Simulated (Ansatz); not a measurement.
FH₄N₂OV, SMILES `[NH]=[V]([NH2])([OH])[F]`, 9 atoms. The species carries charge 0 and has multiplicity 1. Correlated methods include outer-core shells of V, which these sets cover unevenly. Scalar relativity is left out up to krypton. All runs use 4 threads of a server CPU on a shared host. Correlated methods freeze the cores.

(1) Give the basis size and wall time and peak host memory of each of these runs in Ansatz. RKS PBE0-D4/def2-QZVPP energy; RHF-CCSD(T)/def2-SVP energy; RKS PBE0-D4/def2-TZVP frequencies; RKS ωB97M-V/def2-SVP energy; RKS PBE0-D4/def2-TZVP relaxation (7 steps); RHF-CCSD(T)/def2-TZVPP energy; RKS PBE0-D4/def2-SVP energy; RKS SPW92/def2-TZVPP energy; RKS CAM-B3LYP-D4/def2-TZVPP energy; RHF-MP2/def2-QZVPP energy; RKS ωB97M-V/def2-TZVPP energy and forces; RKS ωB97M-V/def2-QZVPP energy. (An estimate is asked.)

## Answers

(1) The calculation gave: Other jobs shared the machine, so times are rough.

```csv
level,job,functions,wall time,peak host memory (GiB)
RKS SPW92/def2-TZVPP,energy,244,1.5 s,0.32
RKS PBE0-D4/def2-SVP,energy,107,1.5 s,0.23
RKS CAM-B3LYP-D4/def2-TZVPP,energy,244,4.1 s,0.7
RKS ωB97M-V/def2-SVP,energy,107,7 s,0.36
RKS PBE0-D4/def2-QZVPP,energy,441,8.5 s,1.5
RHF-CCSD(T)/def2-SVP,energy,107,12 s,0.59
RKS ωB97M-V/def2-TZVPP,energy and forces,244,13 s,0.9
RKS ωB97M-V/def2-QZVPP,energy,441,20 s,1.9
RKS PBE0-D4/def2-TZVP,relaxation (7 steps),193,27 s,0.51
RHF-MP2/def2-QZVPP,energy,441,29 s,2.4
RKS PBE0-D4/def2-TZVP,frequencies,193,2.4 min,0.51
RHF-CCSD(T)/def2-TZVPP,energy,244,4.8 min,5.6
```
